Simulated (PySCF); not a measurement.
C3H6OSi, SMILES C1=COC[SiH2]1. Heavy atoms are numbered as in [CH:1]1=[CH:2][SiH2:3][CH2:4][O:5]1. Hydrogens are named by the atom that carries them.

Geometry: PBE0-D3(BJ)/def2-SVP. The structure was generated by enumeration, and PubChem lists no compound with its InChIKey, so it may never have been made. One conformer was computed; it need not be the lowest.

Level of theory: B3LYP/pcSseg-1 (PySCF).

GIAO shieldings, no solvent; atoms alike by connectivity are averaged. δ = σ(ref) − σ: ¹³C against TMS (σ = 181.3 ppm); ²⁹Si against TMS (σ = 338.7 ppm); ¹⁷O against H2O (σ = 333.8 ppm); ¹H against TMS (σ = 31.68 ppm), references at their B3LYP-D3(BJ)/def2-TZVP geometries, non-relativistic.

Computed chemical shifts:
```csv
nucleus,atoms,count,δ (ppm)
¹³C,C1 (CH),1,175.7
¹³C,C2 (CH),1,89.2
¹³C,C4 (CH2),1,59.0
²⁹Si,Si3 (SiH2),1,-36.3
¹⁷O,O5,1,160.0
¹H,H on C1,1,7.18
¹H,H on Si3,2,4.96
¹H,H on C2,1,4.86
¹H,H on C4,2,4.16
```
